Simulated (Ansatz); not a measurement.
```yaml
crystal:
  periodic: [false, false, false]
  atoms:
    - {symbol: C, position_ang: [-2.635748, 1.948410, 0.205387]}
    - {symbol: Si, position_ang: [0.201735, 0.159237, -0.816962]}
    - {symbol: C, position_ang: [2.128418, -1.080783, 1.842027]}
    - {symbol: S, position_ang: [-1.142360, -2.816852, -3.186926]}
    - {symbol: Cl, position_ang: [2.513767, 2.567001, -2.859411]}
    - {symbol: H, position_ang: [-3.680356, 2.659734, -1.425063]}
    - {symbol: H, position_ang: [-2.077073, 3.560460, 1.367635]}
    - {symbol: H, position_ang: [-3.890813, 0.741398, 1.315744]}
    - {symbol: H, position_ang: [3.773675, -2.110247, 1.141493]}
    - {symbol: H, position_ang: [2.800302, 0.473375, 3.024468]}
    - {symbol: H, position_ang: [1.001133, -2.364111, 3.001581]}
    - {symbol: H, position_ang: [1.152828, -3.841747, -3.545908]}
basis:
  gaussian: {orbitals: 6-31G, point_charges: [{charge: 0.50, position_ang: [5.300, -0.800, 0.432]}]}
magnetization: {spin_polarized: true, initial_magnetization: 2}
hamiltonian: {xc: {name: revPBE0}, dispersion: d3bj, pseudopotentials: {relativity: scalar}}
output: {forces: true}
```

```sh
$ ansatz run in.yaml --threads 4 --pin off --events-out ev --progress --plain --max-ram 10444MiB
```

Shortened log:

```
Functional definition: revPBE0
901 factors; integrals over basis functions are off by at most 1.8e-4 eV
mean field evaluation 1: about -33440.7554 eV, gradient 3.1e1 eV
mean field evaluation 2: about -33096.7860 eV, gradient 1.2e2 eV
mean field evaluation 4: about -33446.5845 eV, gradient 2.4e1 eV
mean field evaluation 8: about -33446.5820 eV, gradient 2.4e1 eV
mean field evaluation 16: about -33456.8858 eV, gradient 3.9e-1 eV
mean field evaluation 32: about -33457.0868 eV, gradient 5.0e-6 eV
mean field -33457.08675084 eV, -1229.5252600656 hartree, gradient 5.0e-6 eV, S^2 5.528858; 8 other end points of the search recorded, 0 dependent functions left out
reference -33457.08682337 eV, -1229.5252627309 hartree; 34, 32 occupied and 37, 39 virtual orbitals, 901 factors
Total energy: -33457.51022425 eV, -1229.5408224262 hartree
Relativity: scalar
Atom 0 at    -2.635748     1.948410     0.205387 Å, force    -1.471967     0.851319     0.448572 eV/Å
Atom 1 at     0.201735     0.159237    -0.816962 Å, force     0.279011     0.214511     0.128060 eV/Å
Atom 2 at     2.128418    -1.080783     1.842027 Å, force     0.847715    -0.537811     0.926462 eV/Å
Atom 3 at    -1.142360    -2.816852    -3.186926 Å, force     0.941597    -0.109353     0.078558 eV/Å
Atom 4 at     2.513767     2.567001    -2.859411 Å, force    -0.358261    -0.464838     0.359849 eV/Å
Atom 5 at    -3.680356     2.659734    -1.425063 Å, force     1.066392    -0.730335     1.718919 eV/Å
Atom 6 at    -2.077073     3.560460     1.367635 Å, force    -0.557792    -1.621712    -1.168417 eV/Å
Atom 7 at    -3.890813     0.741398     1.315744 Å, force     1.272730     1.261286    -1.140457 eV/Å
Atom 8 at     3.773675    -2.110247     1.141493 Å, force    -1.550620     1.117839     0.685528 eV/Å
Atom 9 at     2.800302     0.473375     3.024468 Å, force    -0.610680    -1.485526    -1.127543 eV/Å
Atom 10 at     1.001133    -2.364111     3.001581 Å, force     1.112303     1.206287    -1.102996 eV/Å
Atom 11 at     1.152828    -3.841747    -3.545908 Å, force    -0.818579     0.362988     0.123754 eV/Å
Dipole moment:    -1.169074    -0.621633    -0.025617 e Å
```

**Question.** Something in this input is off. What?

**Answer.** The coordinates are in bohr but typed as ångström. The calculation finished and met its thresholds. The result belongs to that input, not to the molecule as meant.
